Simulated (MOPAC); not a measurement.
MOPAC input (PM3):

```
PM3 FORCE THERMO(298,298) PRECISE LET UHF MS=0.5 GEO-OK AUX(PRECISION=9) THREADS=1
HO2S

O    -0.57250977 1   -0.78980115 1   -0.87858665 1
S     0.14786357 1   -0.19955120 1    0.25363074 1
O     0.27346481 1    1.26104240 1    0.24178116 1
H    -0.25241360 1   -0.63703930 1    1.35670098 1
```

From the output:

```
     H    4   0.411217   2.086399   0.411235   2.042502

          HEAT OF FORMATION =     -48.423074 KCALS/MOLE

          ZERO POINT ENERGY       7.946 KCAL/MOL

           NORMAL COORDINATE ANALYSIS (Total motion = 1 Angstrom)

   Root No.       1         2         3         4         5         6

                 1 A'      2 A'      3 A'      1 A"      2 A"      4 A'

                 372.6     668.8     794.9     821.0    1076.5    1824.4

           1   -0.1334    0.2353    0.0433    0.2543    0.0018    0.0013
           2   -0.3037   -0.0177   -0.0064   -0.0056    0.0176   -0.0006
           3    0.0033   -0.0183    0.0415    0.0063   -0.0200   -0.0010
           4   -0.0964   -0.0769   -0.0052   -0.1722   -0.0333   -0.0125
           5    0.1540    0.1228    0.0083   -0.1078   -0.0209    0.0199
           6   -0.0017    0.0290   -0.0593    0.0000   -0.0000   -0.0196
           7    0.3315   -0.0870   -0.0132    0.1061    0.0166   -0.0001
           8   -0.0128   -0.2194   -0.0417    0.2312   -0.0061   -0.0015
           9    0.0033   -0.0183    0.0415   -0.0063    0.0200   -0.0010
          10   -0.0777    0.0901   -0.3125   -0.2441    0.7691    0.3766
          11    0.1241   -0.1439    0.4992   -0.1528    0.4814   -0.6016
          12   -0.0501   -0.3386    0.5695   -0.0000   -0.0000    0.6550

           MASS-WEIGHTED COORDINATE ANALYSIS (NORMAL COORDINATES)

   Root No.       1         2         3         4         5         6

                 1 A'      2 A'      3 A'      1 A"      2 A"      4 A'

                 372.6     668.8     794.9     821.0    1076.5    1824.4

           1   -0.2486    0.5796    0.1815    0.5454    0.0074    0.0055
           2   -0.5662   -0.0435   -0.0267   -0.0120    0.0741   -0.0023
           3    0.0062   -0.0452    0.1742    0.0136   -0.0840   -0.0040
           4   -0.2544   -0.2680   -0.0308   -0.5228   -0.1988   -0.0717
           5    0.4065    0.4282    0.0492   -0.3272   -0.1244    0.1146
           6   -0.0046    0.1010   -0.3525    0.0000   -0.0000   -0.1127
           7    0.6179   -0.2142   -0.0553    0.2276    0.0699   -0.0003
           8   -0.0238   -0.5403   -0.1749    0.4958   -0.0257   -0.0059
           9    0.0062   -0.0452    0.1742   -0.0136    0.0840   -0.0040
          10   -0.0363    0.0557   -0.3291   -0.1314    0.8129    0.3838
          11    0.0581   -0.0890    0.5257   -0.0823    0.5088   -0.6132
          12   -0.0234   -0.2093    0.5998   -0.0000   -0.0000    0.6676

          DESCRIPTION OF VIBRATIONS

 VIBRATION          1    1A'         ATOM PAIR     ENERGY CONTRIBUTION    RADIAL
 FREQUENCY           372.64         O 1 -- S 2         +41.5% ( 78.9%)      0.0%
 TRANSITION DIPOLE   2.3646         S 2 -- O 3         +41.5% ( 78.9%)      0.0%
 TRAVEL (Ang.)       0.1685         S 2 -- H 4         +17.0% ( 50.5%)     47.4%
 REDUCED MASS        6.3746
 EFFECTIVE MASS     21.8223
 FORCE CONSTANT      0.5215

 VIBRATION          2    2A'         ATOM PAIR     ENERGY CONTRIBUTION    RADIAL
 FREQUENCY           668.77         O 1 -- S 2         +43.2% ( 74.9%)     74.7%
 TRANSITION DIPOLE   1.5560         S 2 -- O 3         +43.2% ( 74.9%)     74.7%
 TRAVEL (Ang.)       0.1301         S 2 -- H 4         +13.5% ( 41.9%)     10.8%
 REDUCED MASS        5.9577
 EFFECTIVE MASS     19.3945
 FORCE CONSTANT      1.5699

 VIBRATION          3    3A'         ATOM PAIR     ENERGY CONTRIBUTION    RADIAL
 FREQUENCY           794.91         S 2 -- H 4         +85.6% ( 88.8%)      5.3%
 TRANSITION DIPOLE   0.8515         O 1 -- S 2          +7.2% ( 25.7%)     13.7%
 TRAVEL (Ang.)       0.2646         S 2 -- O 3          +7.2% ( 25.7%)     13.7%
 REDUCED MASS        1.2116
 EFFECTIVE MASS      4.4123
 FORCE CONSTANT      0.4511

 VIBRATION          4    1A"         ATOM PAIR     ENERGY CONTRIBUTION    RADIAL
 FREQUENCY           821.01         S 2 -- O 3         +43.8% ( 75.9%)     92.0%
 TRANSITION DIPOLE   3.1876         O 1 -- S 2         +43.8% ( 75.9%)     92.0%
 TRAVEL (Ang.)       0.1048         S 2 -- H 4         +12.4% ( 40.4%)      0.0%
 REDUCED MASS        7.4764
 EFFECTIVE MASS     21.6038
 FORCE CONSTANT      2.9693

 VIBRATION          5    2A"         ATOM PAIR     ENERGY CONTRIBUTION    RADIAL
 FREQUENCY          1076.51         S 2 -- H 4         +96.5% ( 97.5%)      0.0%
 TRANSITION DIPOLE   0.8496         S 2 -- O 3          +1.8% ( 13.2%)     47.8%
 TRAVEL (Ang.)       0.2561         O 1 -- S 2          +1.8% ( 13.2%)     47.8%
 REDUCED MASS        0.9547
 EFFECTIVE MASS      2.0577
 FORCE CONSTANT      0.6519

 VIBRATION          6    4A'         ATOM PAIR     ENERGY CONTRIBUTION    RADIAL
 FREQUENCY          1824.38         S 2 -- H 4         +99.6% (100.0%)     99.9%
 TRANSITION DIPOLE   0.3980         O 1 -- S 2          +0.2% (  4.5%)     19.0%
 TRAVEL (Ang.)       0.1945         S 2 -- O 3          +0.2% (  4.5%)     19.0%
 REDUCED MASS        0.9770
 EFFECTIVE MASS      1.3433
 FORCE CONSTANT      1.9159

      SYMMETRY NUMBER FOR POINT-GROUP Cs  =  1

          SYSTEM IS A GROUND STATE

 HO2S

          MOLECULE IS NOT LINEAR

          THERE ARE  6 GENUINE VIBRATIONS IN THIS SYSTEM
          THIS THERMODYNAMICS CALCULATION IS LIMITED TO
          MOLECULES WHICH HAVE NO INTERNAL ROTATIONS

                    CALCULATED THERMODYNAMIC PROPERTIES
                                          *
   TEMP. (K)   PARTITION FUNCTION   H.O.F.    ENTHALPY  HEAT CAPACITY ENTROPY
                                   KCAL/MOL   CAL/MOLE    CAL/K/MOL  CAL/K/MOL

 298.00  VIB.     0.1307D+01                   403.4150     4.0153     1.8861
         ROT.     0.1465D+05                   888.2803     2.9808    22.0425
         INT.     0.1915D+05                  1291.6953     6.9961    23.9286
         TRA.     0.5074D+27                  1480.4672     4.9680    38.4347
         TOT.                      -48.423    2772.1624    11.9641    62.3634

   *: NOTE: HEATS OF FORMATION ARE RELATIVE TO THE
            ELEMENTS IN THEIR STANDARD STATE AT 298K
              (=  Standard Enthalpy of Formation).

            Hvib:  Zero-point energy is not included.
                   frequencies of less than zero cm-1 are not included.
            Hrot = (3/2)RT
            Htra = (3/2)RT + pV = (5/2)RT

            Heat capacity is Cp, not Cv

          For more information, see: HTTP://OpenMOPAC.net/Manual/thermochemistry.html

           FORCE CONSTANT IN CARTESIAN COORDINATES (Millidynes/A)

    ATOM   CHEMICAL       X               Y               Z
   NUMBER   SYMBOL  FORCE CONSTANT  FORCE CONSTANT  FORCE CONSTANT

      1       O        3.585128        0.492965        0.268683
      2       S        5.455293        4.537243        2.367448
      3       O        1.093869        2.984223        0.268683
      4       H        0.794478        1.030229        1.027468

 **********************
 *                    *
 * JOB ENDED NORMALLY *
 *                    *
 **********************
```
